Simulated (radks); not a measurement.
Results of a calculation; reference values are marked as such.
Polarisability of the boron ion B2+, [He] 2s1, at imaginary frequency. Code: a radial shooting solver on a logarithmic mesh with Libxc functionals. Model: scalar-relativistic Kohn-Sham, LB94 model potential, spin-polarised, spherical densities, finite nucleus; open shells are filled with parallel spins first; Fermi nuclear charge, rms radius 2.406 fm. Response by self-consistent Sternheimer equations with the Hartree and adiabatic LDA kernel, the relativistic mass of each level held fixed and spin-orbit coupling left out.

w (hartree)  alpha1(iw) (bohr^3)  alpha2(iw) (bohr^5)
0.00266                    7.228                7.806
0.0143                     7.199                7.804
0.0360                     7.042                7.793
0.0697                     6.580                7.757
0.118                      5.647                7.667
0.186                      4.310                7.470
0.280                      2.928                7.082
0.413                      1.834                6.388
0.605                      1.100                5.295
0.892                     0.6392                3.853
1.35                      0.3530                2.353
2.12                      0.1791                1.166
3.59                     0.08105               0.4542
6.94                     0.03116               0.1292
17.5                    0.007479              0.02131

Static values: alpha1 = 7.229 bohr^3 (1.071 angstrom^3; uncoupled 8.641), alpha2 = 7.806 bohr^5, alpha3 = 32.74 bohr^7. C6 = 9.217, C8 = 81.55, triple-dipole C9 = 48.38 atomic units. One-pole (London) frequency 4 C6 / (3 alpha1^2) = 0.235 hartree, against 1.378 for minus the highest occupied eigenvalue.
